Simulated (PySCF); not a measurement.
PySCF 2.14 output of an unrestricted PBE calculation on a single atom or ion in x2c-TZVPPall, with the spin-free X2C one-electron Hamiltonian (Gaussian nucleus):

```
SCF conv_tol = 1e-09
number electrons alpha = 25  beta = 24
    J. P. Perdew, K. Burke, and M. Ernzerhof.,  Phys. Rev. Lett. 77, 3865 (1996)
    J. P. Perdew, K. Burke, and M. Ernzerhof.,  Phys. Rev. Lett. 78, 1396 (1997)
    J. P. Perdew, K. Burke, and M. Ernzerhof.,  Phys. Rev. Lett. 77, 3865 (1996)
    J. P. Perdew, K. Burke, and M. Ernzerhof.,  Phys. Rev. Lett. 78, 1396 (1997)
cycle= 1 E= -6791.22929716212  delta_E= -0.0121  |g|= 0.0397  |ddm|= 0.336
cycle= 2 E= -6791.22935328868  delta_E= -5.61e-05  |g|= 0.0138  |ddm|= 0.0248
cycle= 3 E= -6791.2293714921  delta_E= -1.82e-05  |g|= 0.00459  |ddm|= 0.0116
cycle= 4 E= -6791.22937454576  delta_E= -3.05e-06  |g|= 3.53e-05  |ddm|= 0.00355
cycle= 5 E= -6791.2293745462  delta_E= -4.41e-10  |g|= 2.68e-06  |ddm|= 4.64e-05
converged SCF energy = -6791.2293745462  <S^2> = 0.75097776  2S+1 = 2.0009775
```

The run itself started from symmetry-adapted Hartree-Fock orbitals and held the occupation by maximum overlap, on a logarithmic radial grid, so the iterations belong to that start.

Problem. Which element, charge and spin multiplicity is this?

Solution. Te³⁺ (tellurium, charge +3), multiplicity 2; the state was [Kr] 4d10 5s2 5p1, 2P determinant.
